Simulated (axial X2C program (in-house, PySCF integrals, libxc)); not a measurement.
**Spin–orbit effects down a group: molecules with Be, PBE0**

All values come from calculations with an in-house relativistic program for diatomic molecules, spin-free (one-electron X2C) or two-component (2c: spin–orbit coupling with atomic mean-field Coulomb and Gaunt terms, which also bring small scalar terms), in Dyall basis sets with cores contracted in-house; open shells are unrestricted.

Basis sets: Be dyall-cv3z, Ni dyall-cv3z, Pd dyall-cv3z, Pt dyall-cv3z.

```
molecule  spin-free state  Re (Å)  ωe (cm⁻¹)  De (eV)  2c state  Re 2c (Å)  ωe 2c (cm⁻¹)  De 2c (eV)
    BeNi   M_S = 1, Λ = 2   2.037      495.8     1.34     Ω = 3      2.037         495.6         n/a
    BePd   M_S = 0, Λ = 0   1.912      633.7     2.34     Ω = 0      1.911         633.5        2.34
    BePt   M_S = 0, Λ = 0   1.870      799.5     3.34     Ω = 0      1.871         798.5        3.04
```

(1) Work out the shifts from the spin-free to the two-component result.

Each entry is the lowest single determinant of a limited PBE0 search at one distance. De goes to single-determinant-based atoms at the same level (for ions the charge split of lowest energy) and is withheld (n/a) where an atom does not fit its ground term or J level. Main or longest-lived isotopes. One determinant is a doubtful description, or other states lie close, for BeNi; these need not be ground states, and all values refer to the states named. With several unpaired electrons the Ω given is that of one determinant, not necessarily of the lowest component. The functionals have no current term, which raises determinants with orbital currents.

Results:

(1) 

```csv
molecule,2c state,ΔRe (Å),Δωe (cm⁻¹),ΔDe (eV)
BeNi,Ω = 3,0.000,-0.2,n/a
BePd,Ω = 0,-0.001,-0.2,0.00
BePt,Ω = 0,0.001,-1.0,-0.30
```

Shifts of one unit in the last digit are rounding.
